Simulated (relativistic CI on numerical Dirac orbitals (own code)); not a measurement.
**Hyperfine structure of Re XVII, mass number 187**

Method of calculation: Dirac-Coulomb-Breit CI, orbitals from a KLI potential per configuration, QED by a radiative potential, unscaled Slater integrals (own radial code, finite nucleus).

Configurations in the expansion (outside the closed core [Kr]): 4d10 4f11 5s2, 4d10 4f12 5s, 4d10 4f11 5s 5p, 4d10 4f10 5s2 5p, 4d10 4f12 5d, 4d10 4f12 6s, 4d9 4f12 5s2, 4d10 4f11 5p 6s, 4d10 4f10 5s2 6s, 4d10 4f13, 4d9 4f14, 4d10 4f12 5p, 4d9 4f13 5p, 4d10 4f12 5f, 4d9 4f13 5f. Double excitations out of closed p, d and f shells are left out; levels of such configurations are missing from the list, as are those of other unlisted configurations, and high levels can miss mixing partners.

Nuclear spin I = 5/2, μ = 3.209 μN, Q = 1.94 b (tables of Stone and Pyykkö). The electronic factors are computed for point nuclear moments, without core polarisation or the Bohr-Weisskopf and QED corrections.

```
                 Level  E (cm⁻¹)  A (MHz)  B (MHz)
4d10 4f11 5s2 4I°_15/2       0.0     2266    -3220
  4d10 4f12 5s 4H_13/2   12047.3    34920    -7370
4d10 4f11 5s2 4I°_13/2   17379.9     2658    -2710
  4d10 4f12 5s 4H_11/2   19981.3   -17570    -6650
   4d10 4f12 5s 4F_9/2   23666.7    48230     1190
4d10 4f11 5s2 4I°_11/2   23705.0     2709    -1180
   4d10 4f12 5s 4H_9/2   33848.6   -18050    -5570
  4d10 4f12 5s 2H_11/2   38392.8    28690    -7060
```

Levels with J = 0, under 50 % of one LS term, or S terms without an open s electron are left out. Small factors come from cancelling terms and can be off by tens of per cent or more.

At this charge transitions that keep the count of f electrons are usually good to a few per cent. Terms inside the open d or f shell come out 10 to 20 % too wide with unscaled integrals. Levels that differ in their count of f electrons can be misplaced by several ten thousand cm⁻¹, since the correlation energy of f electrons is missing or only estimated; rates across such gaps can be off by orders of magnitude.

Question: Give the hyperfine levels of 4d10 4f11 5s2 4I°_15/2 relative to its centre of gravity.

Answer: With K = F(F + 1) − I(I + 1) − J(J + 1), E = AK/2 + B[¾K(K + 1) − I(I + 1)J(J + 1)]/[2I(2I − 1)J(2J − 1)]: F = 5: -49320, F = 6: -34730, F = 7: -18130, F = 8: 288.7, F = 9: 20310, F = 10: 41680 MHz.

LS names give the leading component of a level, which can be under half, so a name can repeat, a term be missing and a line seem to break the LS rules.
